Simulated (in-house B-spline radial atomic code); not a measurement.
# Ta III (Ta2+): [Xe] 4f14 (5d5/2)3 (an excited or competing configuration)

Level of theory: Dirac-Hartree-Fock, average of the jj configuration, Fermi nucleus of rms radius 5.3507 fm; calculated with a radial B-spline atomic code at the basis-set limit.

Z_r = [3n² - l(l+1)]/(2<r>); Z_e = n√(-2ε); the last column is Slater's effective charge. Values are occupation-weighted means over j. An effective charge above Z reflects the relativistic contraction of the inner shells.

```csv
shell,electrons,ε (eV),<r> (bohr),Z_r,Z_e,Slater
1s,2,-67856,0.01866,80.38,70.62,72.70
2s,2,-11806,0.07829,76.64,58.91,68.85
2p,6,-10409,0.07015,71.27,55.32,68.85
3s,2,-2776.9,0.2038,66.23,42.86,61.75
3p,6,-2348.9,0.2037,61.37,39.42,61.75
3d,10,-1816.4,0.1857,56.55,34.66,51.85
4s,2,-610.14,0.4591,52.27,26.79,45.25
4p,6,-465.96,0.4865,47.28,23.41,45.25
4d,10,-270.87,0.524,40.08,17.85,33.85
5s,2,-102.57,1.119,33.51,13.73,15.35
5p,6,-64.366,1.297,28.13,10.88,15.35
4f,14,-55.971,0.6276,28.68,8.11,22.45
5d,3,-22.923,1.995,17.30,6.49,4.30
```

The least bound orbital is 5d5/2 at -22.92 eV, and it is also the most diffuse (<r> = 1.995 bohr).

For the 1s electron the small component carries 7.56 % of the norm, the zero-frequency Breit interaction raises the level by 232.5 eV, self-energy by 144.7 eV, and vacuum polarisation lowers it by 26.96 eV.
